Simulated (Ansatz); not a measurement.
Consider the formal exchange of groups at a B–Si bond: `OBCB[SiH3]` + CH₄ → `CBCBO` + SiH₄.

Gas-phase electronic energies from Ansatz, PBE0-D4/def2-TZVP geometries. CCSD(T)/CBS adds triple-zeta CCSD(T) − MP2 to the extrapolated MP2 energy (def2 sets, frozen cores). This one scheme is used for every species. DFT in def2-TZVPP. B3LYP here is the variant with VWN-RPA as its local correlation; programs differ in this. Each species was taken in one conformer, which may not be the lowest.

```csv
level,ΔE (kcal/mol),difference from CCSD(T)/CBS
PBE-D4,-2.5,1.8
r2SCAN-D4,-3.8,0.5
PBE0-D4,-3.3,1.0
B3LYP-D4,-4.0,0.3
ωB97X-V,-4.4,-0.1
ωB97M-V,-5.3,-1.0
B2PLYP,-4.8,-0.5
PBE,-2.9,1.4
r2SCAN,-3.9,0.4
PBE0,-3.6,0.7
B3LYP,-4.6,-0.3
HF/def2-TZVPP,-6.3,-2.0
MP2/def2-TZVPP,-5.3,-1.0
SCS-MP2/def2-TZVPP,-5.3,-1.0
CCSD/def2-TZVPP,-4.7,-0.4
CCSD(T)/def2-TZVPP,-4.3,0.0
HF/def2-QZVPP,-6.4,-2.1
MP2/def2-QZVPP,-5.3,-1.0
SCS-MP2/def2-QZVPP,-5.3,-1.0
HF/CBS(def2),-6.5,-2.2
MP2/CBS(def2),-5.2,-0.9
CCSD/CBS(def2),-4.6,-0.3
CCSD(T)/CBS,-4.3,0
```

Largest T1 diagnostic among the species: 0.014.

In def2-TZVPP, CCSD(T) changes the Hartree–Fock value by +2.0 kcal/mol (the triples alone add +0.3 kcal/mol) and MP2 by +1.0 kcal/mol. From PBE to PBE0 (25 % exact exchange), in def2-TZVPP and without D4, ΔE moves by −0.7 kcal/mol.

CCSD(T)/CBS has its own doubt, a few kJ/mol and more with outer-core shells, so smaller differences from it don't rank the levels.
